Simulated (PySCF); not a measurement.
Compound: Mo(CH)(OMe)3, C4H10MoO3 (singlet state).
Cartesian coordinates in Å at the PBE0-D3(BJ)/def2-SVP level; atoms count from 1:
```
atom  x, y, z in Å
Mo1    0.0003    0.0125   -0.3658
C2     0.0122   -0.0514    1.3528
H3     0.0178   -0.0929    2.4477
O4     1.5901   -0.8136   -0.8883
C5     2.6842   -1.4188   -0.2739
H6     2.5888   -1.3994    0.8261
H7     3.6137   -0.8962   -0.5580
H8     2.7692   -2.4689   -0.6026
O9    -0.0716    1.8320   -0.7753
C10   -0.1204    3.0391   -0.0808
H11   -0.0997    2.8758    1.0112
H12   -1.0432    3.5866   -0.3388
H13    0.7403    3.6707   -0.3602
O14   -1.5314   -0.9281   -0.8678
C15   -2.5808   -1.5929   -0.2375
H16   -2.4614   -1.5832    0.8604
H17   -2.6231   -2.6417   -0.5785
H18   -3.5412   -1.1129   -0.4929
```

Theory: PySCF 2.14.0, PBE0-D3(BJ)/def2-SVP geometry optimisation, gas phase, def2 core potentials past Kr.

(1) Which atoms are bound to Mo1, and at what distances?

(2) List the angles at Mo1.

(3) What is the shape at Mo1?

(4) What are the other bond lengths?

(5) Give some angles away from the centre.

## Answers

(1) 4 atoms: C2 1.720 Å, O14 1.866 Å, O4 1.866 Å, O9 1.866 Å. The nearest atom not counted as bound is H3, at 2.82 Å.

(2) 
```csv
angle,degrees,distance of the outer atoms (Å)
O4–Mo1–O9,113.8,3.13
O4–Mo1–O14,113.6,3.12
O9–Mo1–O14,113.6,3.12
C2–Mo1–O4,104.9,2.84
C2–Mo1–O14,104.8,2.84
C2–Mo1–O9,104.8,2.84
```

(3) Distorted tetrahedral: angles from 104.8° to 113.8°; τ4 = (360° − α − β)/141° = 0.94 with α and β the two widest (0 for a square, 1 for a tetrahedron).

(4) C2–H3 1.096 Å; O4–C5, O9–C10, O14–C15 1.393 Å; C5–H6 and 8 like bonds 1.104 Å.

(5) Mo1–O4–C5 137.5°.

Charge 0, singlet. No PBE0-D3(BJ)/def2-SVP frequencies stand behind this structure, so it isn't proved a minimum.

Hardware: one thread, Arm Neoverse V1 (aarch64), no GPU, on a shared host. Cost: 4.2 min wall, 0.74 GiB resident at most. This is the geometry optimisation.
